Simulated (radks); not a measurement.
The numbers below are computed, except where a source is named.
Numerical settings for the beryllium ion Be+, [He] 2s1. Code: a radial shooting solver on a logarithmic mesh with Libxc functionals. Model: scalar-relativistic Kohn-Sham, r2SCAN, spin-polarised, spherical densities, finite nucleus; open shells are filled with parallel spins first; meta-GGA in the generalised Kohn-Sham scheme; Fermi nuclear charge, rms radius 2.519 fm. The defaults (mesh step 0.008 in ln r, mesh end at 40 bohr or more with all orbitals vanishing there, Anderson mixing 0.5 over 9 steps, residual threshold near 1e-9 with the energy settled to 1e-9 hartree or 1e-11 of itself, here a cap of 97 iterations) give E = -14.329 hartree and 2s at -14.621 eV in 23 iterations. Run on one thread of a shared host, so times are rough (Arm Neoverse V2): 0.09 s of CPU time, 0.09 s wall, 23 iterations on 2189 mesh points. Changes against that run (0 stands for a change within the tolerance of the run):

| setting | iterations | converged | E (mhartree) | e(2s) (meV) | CPU (s) |
|---|---|---|---|---|---|
| mesh step in ln r 0.02 | 15 | yes | 0 | -0.0481 | 0.03 |
| mesh step in ln r 0.005 | 46 | yes | 0 | 0 | 0.26 |
| mesh step in ln r 0.08 | 13 | yes | +0.415 | -14.9 | 0.01 |
| mesh end (bohr) 2 | 18 | level above zero | +1.3e+03 | +3.88e+04 | 0.06 |
| mesh end (bohr) 8 | 23 | yes | +0.0759 | +5.46 | 0.08 |
| residual threshold 0.001 | 10 | yes | 0 | +0.094 | 0.04 |
| residual threshold 0.1 | 10 | yes | 0 | +0.094 | 0.04 |
| mixing 2.5 | 97 | no | 0 | +0.00714 | 0.37 |
| linear mixing, mixing 1 | 97 | no | 0 | 0 | 0.27 |
| linear mixing, mixing 0.2 | 83 | yes | 0 | 0 | 0.27 |
| mixing history 20 | 22 | yes | 0 | 0 | 0.09 |
| iteration cap 8 | 8 | no | 0 | +0.206 | 0.03 |

Settled on a wrong energy, with an occupied level pushed above zero by the early mesh end: mesh end (bohr) 2 (+1.3 hartree). Apart from these: no run marked as converged misses the energy by more than 1 mhartree. A mesh that ends early acts as a hard wall.
